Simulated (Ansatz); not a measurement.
A structure relaxed at B3LYP-D4/def2-SVP in Ansatz, charge 1, doublet:

```csv
atom,x (Å),y (Å),z (Å)
Na1,0.136,-0.139,0.231
Na2,-1.793,1.966,-3.325
Na3,2.179,-2.418,4.087
Cl4,0.215,0.591,-2.373
Cl5,-1.913,1.296,-0.801
Cl6,1.175,-1.296,2.181
```

(1) Give its formula and point group.

(2) Summarise the bond lengths by kind (pairs closer than 1.2 times the sum of covalent radii, bridged metal pairs left out).

## Answers

(1) Na₃Cl₃⁺. Point group C2v (tolerance 0.1 Å).

(2) 6 × Cl–Na 2.43 to 2.71 Å.

In the doublet, Cl4 and Cl5 lie 2.74 Å apart (atoms count from 1), so these atoms are partly bonded to each other. Another isomer (doublet) lies 0.17 eV lower at PBE0-D4/def2-TZVP; other spin states weren't run for this one.
